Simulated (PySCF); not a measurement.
Compound: C₇H₇O₂ (doublet state).
Structure used (GFN2-xTB), in Å, numbered top down from 1:
```
atom  x, y, z in Å
C1    -2.6150    1.1308   -0.0556
C2    -1.6134    0.2150   -0.0725
C3    -1.6643   -1.2045   -0.1917
C4    -0.3639   -1.6534   -0.1546
C5     0.4534   -0.5274   -0.0155
C6     1.9009   -0.4507    0.0729
C7     2.4580    0.9434    0.2110
O8     2.5935   -1.4520    0.0356
O9    -0.3053    0.5934    0.0331
H10   -2.4029    2.1785    0.0420
H11   -3.6366    0.8163   -0.1395
H12   -2.5620   -1.7796   -0.2916
H13   -0.0025   -2.6599   -0.2153
H14    2.1614    1.5418   -0.6479
H15    3.5412    0.9020    0.2759
H16    2.0502    1.4154    1.1023
```

The hyperfine couplings belong to this conformer and change with its torsions.

The species is `[CH2]c1ccc(C(C)=O)o1` [radical].

Computed, not measured: PySCF, UKS B3LYP, pcH-1 on C H O, non-relativistic, mean-field spin-orbit, GIAO. Geometry: GFN2-xTB, one conformer, isolated molecule. The geometry wasn't refined by DFT: couplings that depend on bond lengths, twists or pyramidal angles can differ widely from those at the functional's own minimum. No stability test was run, so a lower SCF solution isn't excluded. ⟨S²⟩ is 0.783 where a pure state has 0.75.

Q: What is the g tensor, term by term?

A: 
```tsv
Δg (ppm)	1	2	3
relativistic mass correction	-184	-184	-184
gauge correction	-6	32	41
orbital Zeeman/spin–orbit	-9	1872	2604
total	-200	1719	2460
```

So g = 2.00212, 2.00404, 2.00478 and g_iso = 2.00365; the tensor is rhombic: the two nearest values differ by 28 % of g3 − g1. Axes: g2 points within 8° of the C4–C5 bond and g3 points within 10° of the C3–C4 bond.

Q: Average each term over the three axes. Which is largest in size?

A: The orbital-Zeeman/spin–orbit term 1489, the mass correction -184 and the gauge correction 22 ppm, for a total of 1327 ppm. The orbital-Zeeman/spin–orbit term is the largest in size. The mass correction is the same along every axis, so the anisotropy comes from the other two: their spans along these axes are 47 (gauge) and 2613 ppm (orbital Zeeman/spin–orbit).

Q: What effective moment and Curie constant follow for a powder?

A: With the mean of g² = 4.0146 and S(S+1) = 0.75: μ_eff = √(⟨g²⟩S(S+1)) = 1.735 μB and χT = 0.12505·⟨g²⟩·S(S+1) = 0.377 cm³ K/mol (cgs; spin-Hamiltonian part alone).

Q: What are the electron Larmor frequencies g μB B/h along the three axes at 340 mT?

A: 9.5275, 9.5367, 9.5402 GHz for g1, g2 and g3, a range of 12.7 MHz.

Q: In a frozen sample, at which fields do the three g values resonate at 9.5, 34, 94 and 263 GHz (hyperfine left aside), and which band first spreads them over more than twice a line width of 0.3 mT?

A: 
| band | GHz | B(g3) mT | B(g2) mT | B(g1) mT | spread mT |
| --- | --- | --- | --- | --- | --- |
| X | 9.5 | 338.57 | 338.69 | 339.02 | 0.45 |
| Q | 34.0 | 1211.72 | 1212.16 | 1213.33 | 1.61 |
| W | 94.0 | 3350.04 | 3351.28 | 3354.49 | 4.45 |
| J | 263.0 | 9372.98 | 9376.44 | 9385.43 | 12.45 |

The spread grows in proportion to the frequency. Q band is the first where it exceeds 0.6 mT.

The largest Mulliken spin populations are on C1 (+0.59), C5 (+0.35), C3 (+0.32) and C2 (-0.19). The angles at C1 add up to 360.0°, so it is planar.

The HOMO–LUMO gaps are 4.10 eV among the α and 3.91 eV among the β orbitals.
